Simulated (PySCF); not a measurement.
CH10FNSi3, SMILES F[SiH2]C[SiH2]N[SiH3]. Coordinates come from a PBE-D3(BJ)/def2-SVP optimisation. The structure was generated by enumeration, and PubChem lists no compound with its InChIKey, so it may never have been made. The values are those of a single conformer.

Computed equilibrium geometry at PBE-D3(BJ)/def2-SVP (PySCF confirms it by a frequency run) as bond lengths and angles (one conformer of several):
Atoms: F1 Si2 C3 Si4 N5 Si6 H7 H8 H9 H10 H11 H12 H13 H14 H15 H16. Bonds (Å): F1–Si2 1.648, Si2–C3 1.874, Si2–H7 1.502, Si2–H8 1.503, C3–Si4 1.901, C3–H9 1.111, C3–H10 1.113, Si4–N5 1.757, Si4–H11 1.502, Si4–H12 1.503, N5–Si6 1.753, N5–H13 1.026, Si6–H14 1.503, Si6–H15 1.507, Si6–H16 1.511. Bond angles (°): F1–Si2–C3 108.2, F1–Si2–H7 107.5, F1–Si2–H8 107.3, C3–Si2–H7 110.7, C3–Si2–H8 112.7, H7–Si2–H8 110.2, Si2–C3–Si4 113.6, Si2–C3–H9 110.2, Si2–C3–H10 108.2, Si4–C3–H9 109.1, Si4–C3–H10 108.3, H9–C3–H10 107.2, C3–Si4–N5 113.8, C3–Si4–H11 108.5, C3–Si4–H12 108.4, N5–Si4–H11 108.1, N5–Si4–H12 107.0, H11–Si4–H12 111.1, Si4–N5–Si6 128.4, Si4–N5–H13 115.3, Si6–N5–H13 115.8, N5–Si6–H14 106.9, N5–Si6–H15 110.7, N5–Si6–H16 113.7, H14–Si6–H15 110.1, H14–Si6–H16 108.3, H15–Si6–H16 107.0.
Charge 0, spin multiplicity 1.
